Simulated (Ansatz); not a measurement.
A run for Ansatz (a program for electronic structure): R-BLYP/def2-TZVPP on BH3Se (SMILES B[SeH]), a point of a torsion scan.

Ansatz 0.2 input:
```yaml
crystal:
  periodic: [false, false, false]
  atoms:
    - {symbol: B, position_ang: [-0.64308039, -0.02700311, 0.10348656]}
    - {symbol: Se, position_ang: [1.10437883, -0.65555940, 0.38142332]}
    - {symbol: H, position_ang: [-1.45064303, -0.78392289, -0.26721408]}
    - {symbol: H, position_ang: [-0.85330114, 1.12155166, 0.10685399]}
    - {symbol: H, position_ang: [1.84028908, 0.55720377, 0.10912913]}
basis:
  gaussian:
    orbitals: def2-TZVPP
hamiltonian:
  xc: {name: BLYP}
scf: {lower_state_search: off}
```

Output:

```
WARN ansatz: RAYON_NUM_THREADS=1 ignored (pool sized by the plan → 1); use --threads N
Functional definition: BLYP
these checks for a lower state are left out or cut short: stability, starts, cluster_reference, orbital_swaps, neighbouring_geometries, increment
integrals: 0.03 GiB planned
733 factors; their error is unknown
mean field: 0.30 GiB planned
mean field evaluation 1: about -66069.7063 eV, gradient 4.4e1 eV
mean field evaluation 2: about -66061.4184 eV, gradient 6.3e1 eV
mean field evaluation 4: about -66075.4330 eV, gradient 3.0e0 eV
mean field evaluation 8: about -66075.4548 eV, gradient 6.0e-2 eV
mean field evaluation 16: about -66075.4213 eV, gradient 2.0e-5 eV
mean field -66075.42125084 eV, -2428.2269434393 hartree, gradient 3.5e-6 eV, S^2 0.000000; 0 other end points of the search recorded, 0 dependent functions left out
reference -66075.42153644 eV, -2428.2269539347 hartree; 21, 21 occupied and 100, 100 virtual orbitals, 733 factors
Total energy: -66075.42153644 eV, -2428.2269539347 hartree
Checks for a lower state left out: stability, starts, cluster_reference, orbital_swaps, neighbouring_geometries, increment
```

The calculation finished and met its thresholds.

Cost: around 0.7 core-seconds (rough).
